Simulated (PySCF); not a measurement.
## How methods differ on the excitation energy of Sb

Sb [Kr] 4d10 5s2 5p3 (4S) → Sb [Kr] 4d10 5s2 5p2 5d1 (high-spin determinant), as a difference of total energies. All numbers are calculated (PySCF 2.14, a scalar-relativistic core potential, in aug-cc-pVTZ-PP with one added diffuse shell each of d, f type with ECP28MDF (6s5p5d3f, 67 functions)). Correlated levels: valence: 4s2 4p6 4d10 frozen. The calculations carry no spin-orbit coupling.

| method | excitation energy (eV) |
| --- | --- |
| UHF | 6.879 |
| LDA | 6.784 |
| PBE | 6.626 |
| PBE0 | 6.828 |
| r2SCAN | 7.060 |
| BLYP | 6.475 |
| wB97M-V | 6.992 |
| B2PLYP | 6.836 |
| BHandHLYP | 6.861 |
| MP2 (valence) | 7.092 |
| SCS-MP2 (valence) | 7.027 |

How much does correlation contribute at MP2 (valence)?

7.092 − (6.879) = 0.213 eV, measured against UHF.

The promoted electron is Rydberg-like, and one or two diffuse shells describe it only roughly, which tends to raise the upper state.

The determinant of the upper state mixes LS terms, which raises its energy above the lowest term, most at the Hartree-Fock and MP2 levels.
